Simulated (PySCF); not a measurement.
La(Cp)3, C15H15La, singlet (GFN2-xTB optimised geometry):

```
31

La    -0.155    -0.049     0.000
C      1.592     1.977     0.000
C      1.586     1.479    -1.327
C      2.232     0.219    -1.321
C      2.650    -0.049     0.000
C      2.239     1.022     0.820
H      1.318     2.981     0.300
H      1.307     2.039    -2.212
H      2.509    -0.352    -2.198
H      3.274    -0.876     0.309
H      2.521     1.169     1.855
C     -0.714    -2.721    -0.293
C     -1.558    -2.351     0.776
C     -0.749    -1.970     1.867
C      0.605    -2.135     1.486
C      0.626    -2.602     0.147
H     -1.033    -3.180    -1.220
H     -2.634    -2.450     0.793
H     -1.100    -1.758     2.869
H      1.456    -2.091     2.154
H      1.497    -2.973    -0.379
C     -1.986     1.206    -1.618
C     -1.557     2.254    -0.776
C     -1.951     1.950     0.544
C     -2.659     0.723     0.518
C     -2.680     0.263    -0.823
H     -1.945     1.210    -2.700
H     -1.105     3.180    -1.102
H     -1.880     2.617     1.394
H     -3.234     0.310     1.337
H     -3.274    -0.561    -1.200
```

Method: PBE0/def2-SVP, def2 effective core potentials past Kr run with PySCF 2.14.0.

What are the frontier orbital energies and the dipole moment?

HOMO-2 -6.91 eV, HOMO-1 -6.36 eV, HOMO -5.63 eV, LUMO -1.27 eV, LUMO+1 0.07 eV; dipole moment 0.00 D.

On the same geometry PBE/def2-SVP, def2 effective core potentials past Kr run with PySCF gives HOMO-2 -5.88 eV, HOMO-1 -5.38 eV, HOMO -4.70 eV, LUMO -2.04 eV, LUMO+1 -0.76 eV; dipole moment 0.00 D.
